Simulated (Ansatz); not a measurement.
CH9AlBNSi (`BC[SiH2][NH][AlH2]`), relaxed with RKS PBE-D4/def2-SVP in Ansatz 0.2.0 from a rough embedded geometry. The force threshold is 0.03 eV/Å; the program also tests the step.

Charge 0, multiplicity 1.

Start:

```xyz
14

B    -1.520   -1.036   -1.647
C    -0.861   -0.773   -0.285
Si   -0.162    0.936   -0.260
N     0.553    1.403    1.346
Al    2.189    0.350    1.531
H    -2.023   -2.139   -1.899
H    -1.547   -0.251   -2.562
H    -0.033   -1.458   -0.121
H    -1.668   -0.856    0.505
H    -1.280    1.927   -0.515
H     0.832    1.120   -1.298
H    -0.141    0.982    2.069
H     3.373    0.582    0.487
H     2.288   -0.787    2.650
```

Task: By how much does the energy fall, and how many steps does the optimiser take? (Best estimate.)

Result: Computed: 102.33 kJ/mol, in 21 steps, 1 of them rejected.

Task: Which bonds change most? (Estimate.)

Result: Computed: N4–Al5 from 1.955 to 1.806 Å; C2–Si3 from 1.847 to 1.922 Å; Si3–N4 from 1.819 to 1.757 Å; N4–H12 from 1.087 to 1.028 Å.

Task: Give the relaxed structure. (An estimate is asked.)

Result: Computed: 
```xyz
14

B    -1.696   -0.951   -1.883
C    -1.286   -0.858   -0.402
Si   -0.116    0.657   -0.228
N     0.693    0.643    1.332
Al    2.456    0.535    1.705
H    -1.054   -1.633   -2.665
H    -2.619   -0.286   -2.322
H    -0.683   -1.709   -0.023
H    -2.116   -0.617    0.297
H    -0.947    1.901   -0.405
H     0.970    0.624   -1.265
H     0.056    0.715    2.136
H     3.468    0.416    0.479
H     2.873    0.563    3.246
```
